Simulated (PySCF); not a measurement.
This PySCF input asks for the NMR shieldings of `CC(=S)C1=C[SiH2]C=CCC1`, C8H12SSi; the geometry comes from GFN2-xTB.

```python
import basis_set_exchange as bse
import numpy as np
from pyscf import gto, dft
from pyscf.prop import nmr

atoms = """
C    -2.939717   -0.541445   -0.330754
C    -2.104938    0.696765   -0.391068
S    -2.855445    2.149753   -0.237765
C    -0.670789    0.594727   -0.587208
C     0.127640    1.668962   -0.456389
Si    1.998960    1.575790   -0.585506
C     2.573581    0.095648    0.425170
C     1.905192   -1.003877    0.754509
C     0.525528   -1.426623    0.346566
C    -0.057824   -0.746714   -0.898297
H    -3.005473   -0.998545   -1.319603
H    -2.513487   -1.274851    0.352502
H    -3.946782   -0.290607   -0.006373
H    -0.340969    2.613466   -0.212815
H     2.567699    2.794423   -0.001040
H     2.409953    1.451829   -1.993269
H     3.576138    0.184250    0.828514
H     2.380436   -1.729273    1.409817
H    -0.142329   -1.268600    1.201759
H     0.558020   -2.506777    0.171346
H    -0.797910   -1.409476   -1.346257
H     0.742105   -0.609436   -1.628121
"""
names = dict.fromkeys(["C", "S", "Si", "H"], "pcSseg-1")
basis = {el: gto.basis.parse(bse.get_basis(n, elements=[el], fmt="nwchem")) for el, n in names.items()}
mol = gto.M(atom=atoms, basis=basis, charge=0, verbose=0)
mf = dft.RKS(mol, xc="PBE0")
mf.grids.level = 2
mf.grids.alignment = dft.numint.BLKSIZE   # the property module wants whole blocks of grid points
mf.conv_tol = 1e-9
mf.kernel()

calc = nmr.RKS(mf)   # GIAO
C = mf.mo_coeff
Co = C[:, mf.mo_occ > 0]
resp = mf.gen_response(singlet=True, hermi=2)
def vind(x):   # induced exchange potential for any number of trial vectors
    d = np.einsum("pi,xij,qj->xpq", C, 2 * x.reshape(-1, C.shape[1], Co.shape[1]), Co, optimize=True)
    return np.einsum("xpq,pi,qj->xij", resp(d - d.transpose(0, 2, 1)), C, Co, optimize=True).ravel()
mo1, _ = nmr.rhf.solve_mo1(calc, with_cphf=vind)
sigma = calc.kernel(mo1)
for i, s in enumerate(sigma):   # ppm
    print("%2d %-2s %9.2f" % (i, mol.atom_pure_symbol(i), np.trace(s) / 3))
```

Question: What does it print?

Answer: 
```
 0 C     145.32
 1 C     -67.53
 2 S    -541.95
 3 C      24.52
 4 C      30.48
 5 Si    413.36
 6 C      63.40
 7 C      25.73
 8 C     153.80
 9 C     153.51
10 H      28.77
11 H      28.78
12 H      28.07
13 H      23.39
14 H      27.16
15 H      26.55
16 H      25.93
17 H      24.57
18 H      29.34
19 H      29.18
20 H      28.79
21 H      28.54
```

These numbers come from an equivalent density-fitted implementation of the same equations, which agrees with the script to about 0.01 ppm for H and up to a few tenths of a ppm for heavy atoms, so last digits may differ.

Question: Turn these shieldings into chemical shifts. δ = σ(ref) − σ, references computed at the same level: $^{13}$C (186.93 ppm) and $^{29}$Si (349.16 ppm) and $^{1}$H (31.72 ppm) vs TMS; $^{33}$S (503.73 ppm) against CS2.

Answer: Averaging equivalent atoms: C 1: 254.5; C 3: 162.4; C 7: 161.2; C 4: 156.4; C 6: 123.5; C 0: 41.6; C 9: 33.4; C 8: 33.1; S 2: 1046; Si 5: -64.2; H 13: 8.33; H 17: 7.15; H 16: 5.78; H 14/15: 4.86; H 10/11/12: 3.18; H 20/21: 3.05; H 18/19: 2.46 ppm. 

Size and cost of the density-fitted run: 244 basis functions, 85 s wall time on 1 thread of an Arm Neoverse V2, shared host; peak memory 1.2 GiB.
